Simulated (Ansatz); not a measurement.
Basis sets compared for the cluster Li5Br4. Charge 0, multiplicity 2. Geometry PBE-D4/def2-SVP. Ansatz on 4 threads of Arm Neoverse N1 on a shared host; times are rough, and most runs start from earlier orbitals.

```csv
atom,x (Å),y (Å),z (Å)
Li1,-1.563,1.101,0.683
Li2,1.513,2.260,0.260
Li3,-0.235,0.508,-1.950
Li4,-1.401,-1.677,-0.328
Li5,1.371,-0.786,0.866
Br6,3.033,0.884,1.322
Br7,-2.614,0.250,-1.373
Br8,0.807,-1.654,-1.448
Br9,-0.910,-0.885,1.967
```

The structure comes from a short search, and lower isomers may exist.

Binding counts from free atoms (Li doublet, Br doublet) in the same basis, without a counterpoise term.

| level | functions | energy (Eh) | HOMO (eV) | LUMO (eV) | binding per atom (eV) | wall time |
| --- | --- | --- | --- | --- | --- | --- |
| PBE-D4/def2-SVP | 173 | -10331.7824 | -3.79 | -2.52 | 2.67 | 11 s |
| PBE0-D4/def2-SVP | 173 | -10332.1746 | -4.55 | -1.97 | 2.66 | 22 s |

Estimate the rows for PBE-D4/def2-TZVP (with forces), PBE0-D4/def2-TZVP.


```json
{"level": "PBE-D4/def2-TZVP (with forces)", "functions": "262", "energy (Eh)": "-10333.0479", "HOMO (eV)": "-3.90", "LUMO (eV)": "-2.65", "binding per atom (eV)": "2.59", "wall time": "17 s"}
{"level": "PBE0-D4/def2-TZVP", "functions": "262", "energy (Eh)": "-10333.4372", "HOMO (eV)": "-4.61", "LUMO (eV)": "-2.08", "binding per atom (eV)": "2.58", "wall time": "32 s"}
```
